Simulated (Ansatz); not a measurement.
`FC1CC[Te]1` → 3 C• + F• + 5 H• + Te•  (atomization)

Isolated molecules relaxed with PBE0-D4/def2-TZVP in Ansatz; ΔE leaves out vibrations. CCSD(T)/CBS is the MP2 limit (def2-TZVPP, def2-QZVPP) plus CCSD(T) − MP2 in def2-TZVPP, frozen cores. This one scheme is used for every species, atoms too. Functionals use def2-TZVPP. Open shells (•) are unrestricted, without spin–orbit coupling. Spin–orbit coupling would lower the free atoms: a little for C, F; strongly for Te. def2 core potentials past Kr. For Te outer-core shells are correlated without core-valence functions, so the limit isn't a true one: a few kJ/mol of doubt a bond, and 10 to 20 or more in all where bonds break to atoms.

`FC1CC[Te]1`:

Z-matrix (Å, degrees):
```
C
C 1 1.524
Te 1 2.687 2 53.9
C 1 1.530 2 104.0 3 20.6
H 1 1.093 2 108.4 3 -96.4
H 1 1.095 2 111.7 3 144.8
F 2 1.373 1 111.9 3 -115.4
H 2 1.089 1 116.7 3 119.7
H 4 1.087 1 115.6 2 -138.8
H 4 1.088 1 114.0 2 91.7
```

```tsv
level	ΔE (kJ/mol)	difference from CCSD(T)/CBS
revPBE-D4	3770.4	6.3
BLYP-D4	3750.2	-13.9
ωB97X-V	3755.3	-8.8
PBE0	3765.9	1.8
r2SCAN0	3685.4	-78.7
CCSD/def2-SVP	3490.5	-273.6
CCSD(T)/def2-SVP	3538.9	-225.2
HF/CBS(def2)	2646.9	-1117.2
MP2/CBS(def2)	3844.9	80.8
CCSD/CBS(def2)	3691.2	-72.9
CCSD(T)/CBS	3764.1	0
```

Largest T1 diagnostic among the species: 0.012.

In def2-TZVPP, CCSD(T) changes the Hartree–Fock value by +1013.4 kJ/mol (the triples alone add +72.9 kJ/mol) and MP2 by +1094.2 kJ/mol; breaking electron pairs costs correlation energy, which Hartree–Fock lacks. From PBE to PBE0 (25 % exact exchange), in def2-TZVPP and without D4, ΔE moves by −85.0 kJ/mol: exact exchange takes away binding that semilocal exchange gives to molecules.

For atomizations the MP2-based limit and the directly extrapolated one differ by several kJ/mol either way, and by 10 to 25 for some Ge, Se and Sn compounds, so smaller differences from it don't rank the levels.
